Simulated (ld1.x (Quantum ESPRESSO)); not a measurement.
## u(r) = r·R(r): atom against pseudo-atom (Nd)

Columns: radius, all-electron u(r) and pseudo u(r) of the 5p shell (level -27.66 eV) of neodymium in the configuration [Kr] 4d10 4f3 5s2 5p6 5d1 6s1.5 6p0; BP86, scalar-relativistic, ultrasoft scheme, ld1.x (Quantum ESPRESSO) 7.5.

| r (bohr) | all-electron | pseudo |
| --- | --- | --- |
| 0.163 | -0.2762 | -0.0301 |
| 0.325 | 0.0878 | -0.1154 |
| 0.488 | 0.4622 | -0.2447 |
| 0.650 | 0.2819 | -0.3985 |
| 0.813 | -0.1161 | -0.5577 |
| 0.975 | -0.4786 | -0.7000 |
| 1.138 | -0.7272 | -0.8105 |
| 1.300 | -0.8575 | -0.8769 |
| 1.463 | -0.8971 | -0.8969 |
| 1.625 | -0.8739 | -0.8734 |
| 1.788 | -0.8130 | -0.8156 |
| 1.950 | -0.7331 | -0.7365 |
| 2.113 | -0.6458 | -0.6475 |
| 2.275 | -0.5599 | -0.5602 |
| 2.438 | -0.4789 | -0.4789 |
| 2.600 | -0.4060 | -0.4060 |
| 2.763 | -0.3413 | -0.3413 |
| 2.925 | -0.2855 | -0.2855 |
| 3.088 | -0.2374 | -0.2374 |
| 3.250 | -0.1969 | -0.1969 |
| 3.413 | -0.1625 | -0.1625 |
| 3.575 | -0.1339 | -0.1339 |
| 3.738 | -0.1099 | -0.1099 |
| 3.900 | -0.0902 | -0.0902 |
| 4.063 | -0.0738 | -0.0738 |
| 4.225 | -0.0603 | -0.0603 |

(1) How many radial nodes do the two functions have?

(2) At about which radius was the pseudo-wave matched?

(3) Is the pseudo-wave norm-conserving?

Results:

(1) The all-electron 5p function has n − l − 1 = 3 (the table is too coarse to show those close to the nucleus); the pseudo-wave has 0, since the states of the same l below it are removed with the core.

(2) 2.40 bohr, where the columns begin to agree (steps of 0.16 bohr).

(3) No, it belongs to an ultrasoft set: the norm inside the radius is not constrained, and the difference is carried by the augmentation charge.
